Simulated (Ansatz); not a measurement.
C$_{8}$H$_{12}$, charge -1, doublet, geometry from GFN2-xTB (a state made from the parent by changing its charge; the spin is typed, not shown lowest) (a gas-phase anion, which may not be bound at this level); Ansatz (a quantum-chemistry and plane-wave program) with B3LYP/STO-3G.

The Ansatz input:
Ansatz 0.2 input:
```yaml
crystal:
  periodic: [false, false, false]
  atoms:
    - {symbol: C, position_ang: [-0.69087412, -1.74553618, -0.18585767]}
    - {symbol: C, position_ang: [0.68862544, -1.74702532, -0.18012278]}
    - {symbol: C, position_ang: [1.52375294, -0.58781095, -0.54879789]}
    - {symbol: C, position_ang: [1.52040289, 0.58452485, 0.56145313]}
    - {symbol: C, position_ang: [0.69087412, 1.74553618, 0.18585767]}
    - {symbol: C, position_ang: [-0.68862544, 1.74702532, 0.18012278]}
    - {symbol: C, position_ang: [-1.52375294, 0.58781095, 0.54879789]}
    - {symbol: C, position_ang: [-1.52040289, -0.58452485, -0.56145313]}
    - {symbol: H, position_ang: [-1.20491430, -2.57513596, 0.29530008]}
    - {symbol: H, position_ang: [1.19685513, -2.57772862, 0.30528478]}
    - {symbol: H, position_ang: [1.17729101, -0.12804771, -1.47804495]}
    - {symbol: H, position_ang: [2.56346734, -0.90412835, -0.69801976]}
    - {symbol: H, position_ang: [2.55952115, 0.89859820, 0.71931718]}
    - {symbol: H, position_ang: [1.16523511, 0.12551900, 1.48778336]}
    - {symbol: H, position_ang: [1.20491430, 2.57513596, -0.29530008]}
    - {symbol: H, position_ang: [-1.19685513, 2.57772862, -0.30528478]}
    - {symbol: H, position_ang: [-1.17729101, 0.12804771, 1.47804495]}
    - {symbol: H, position_ang: [-2.56346734, 0.90412835, 0.69801976]}
    - {symbol: H, position_ang: [-1.16523511, -0.12551900, -1.48778336]}
    - {symbol: H, position_ang: [-2.55952115, -0.89859820, -0.71931718]}
basis:
  gaussian:
    orbitals: STO-3G
hamiltonian:
  xc: b3lyp
total_charge: -1
magnetization: {spin_polarized: true, initial_magnetization: 1}
accuracy: high
```

The log (banner, timings and long lists left out):

```
Functional definition: B3LYP
1266 factors; integrals over basis functions are off by at most 2.0e-9 eV
mean field evaluation 1: about -8382.5682 eV, gradient 1.1e1 eV
mean field evaluation 2: about -8382.6804 eV, gradient 1.1e1 eV
mean field evaluation 4: about -8383.3601 eV, gradient 4.4e-1 eV
mean field evaluation 8: about -8383.2796 eV, gradient 4.8e-3 eV
mean field evaluation 16: about -8383.2796 eV, gradient 8.4e-6 eV
mean field -8383.27957558 eV, -308.0798420116 hartree, gradient 2.7e-8 eV, S^2 0.751681; 0 other end points of the search recorded, 0 dependent functions left out
reference -8383.27961761 eV, -308.0798435563 hartree; 31, 30 occupied and 21, 22 virtual orbitals, 1266 factors
Total energy: -8383.27961761 eV, -308.0798435563 hartree
```
